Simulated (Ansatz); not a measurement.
Compare A (`BCC#C`) with its isomer B (`CB1C=C1`).

Calculated with Ansatz (gas phase, PBE0-D4/def2-TZVP geometries, no zero-point term in ΔE). CBS: MP2 limit from def2 TZ/QZ plus the TZ coupled-cluster correction, frozen cores. Functionals use def2-TZVPP. B3LYP here is the variant with VWN-RPA as its local correlation; programs differ in this.

Problem. Which isomer does CCSD(T)/CBS put lower? Give the gap. (An estimate is asked.)

Solution. Ansatz gave: B, by 27.4 kcal/mol.

Problem. Give E(B) − E(A) in kcal/mol with CCSD(T)/def2-TZVPP, LDA (SPW92), B3LYP-D4, B2PLYP, PBE0-D4, MP2/def2-TZVPP, PBE-D4. (Best estimate.)

Solution. The calculation gave: CCSD(T)/def2-TZVPP -27.3, LDA (SPW92) -35.8, B3LYP-D4 -28.2, B2PLYP -27.4, PBE0-D4 -33.9, MP2/def2-TZVPP -27.9, PBE-D4 -32.4. None reverses the order clearly.

Problem. Does the order hold for the free energy at 298.15 K (harmonic terms from PBE0-D4)? (Estimate.)

Solution. Computed: Yes: G(B) − G(A) = -24.5 kcal/mol. Modes under 60 cm⁻¹, often nearly free rotors, make the harmonic entropy too high.

Largest T1 diagnostic: 0.012.

In def2-TZVPP, CCSD(T) changes the Hartree–Fock value by −1.5 kcal/mol (the triples alone add −0.1 kcal/mol) and MP2 by −2.1 kcal/mol. From PBE to PBE0 (25 % exact exchange), in def2-TZVPP and without D4, E(B) − E(A) moves by −1.4 kcal/mol.
